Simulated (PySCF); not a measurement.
# Indirect couplings

Bonds (- single, = double, # triple, : aromatic): C1-C2, C2#C3, C3-C4, C4#C5, C5-C6, C6-C7, C7-C8, C8-C6. C1 carries H9, H10, H11; C6 carries H12; C7 carries H13, H14; C8 carries H15, H16. H14, H15 are cis to C5 on the ring; H13, H16 are trans to C5 on the ring.

Method: B3LYP/pcJ-1 (without the spin–dipole term)//PBE0-D3(BJ)/def2-SVP, PySCF; isolated molecule, single conformer, non-relativistic. Couplings are averaged over pairs made equivalent by symmetry, fast rotation or ring inversion, so a value needn't be that of the named pair in this geometry, while other rotamers aren't included; one pair stands for each set, and the list holds a selection of those of at least 0.8 Hz over up to four bonds.

Isotopes: 13C, 1H.

| pair | bonds | J (Hz) |
| --- | --- | --- |
| C1, C2 | 1 | ? |
| C1, H9 | 1 | ? |
| C2, C3 | 1 | 217.4 |
| C3, C4 | 1 | 176.9 |
| C4, C5 | 1 | 217.6 |
| C5, C6 | 1 | 101.2 |
| C6, C7 | 1 | 13.8 |
| C6, H12 | 1 | 174.2 |
| C7, C8 | 1 | 17.1 |
| C7, H13 | 1 | 170.8 |
| C7, H14 | 1 | 173.3 |
| C2, H9 | 2 | ? |
| C4, C6 | 2 | 16.9 |
| C5, H12 | 2 | -4.0 |
| C6, H13 | 2 | -1.6 |
| C6, H14 | 2 | ? |
| C7, H15 | 2 | -1.6 |
| H9, H10 | 2 | ? |
| C4, C7 | 3 | ? |
| C4, H12 | 3 | 5.1 |
| H12, H13 | 3 | ? |
| H12, H14 | 3 | 5.8 |
| H13, H15 | 3 | 7.5 |
| H14, H15 | 3 | 10.7 |
| C1, C5 | 4 | -0.9 |
| C3, C7 | 4 | ? |

**Question.** Estimate the withheld couplings, with signs.

**Answer.** 
- 1J(C1,C2) = 79.6 Hz (bond length 1.450 Å)
- 1J(C1,H9) = 138.6 Hz (bond length 1.102 Å, sp3 carbon)
- 2J(C2,H9) = -12.1 Hz
- 2J(C6,H14) = -2.8 Hz (angle at C7 117°)
- 2J(H9,H10) = -19.0 Hz
- 3J(C4,C7) = 2.7 Hz
- 3J(H12,H13) = 9.5 Hz (dihedral angle 4°)
- 4J(C3,C7) = -2.2 Hz
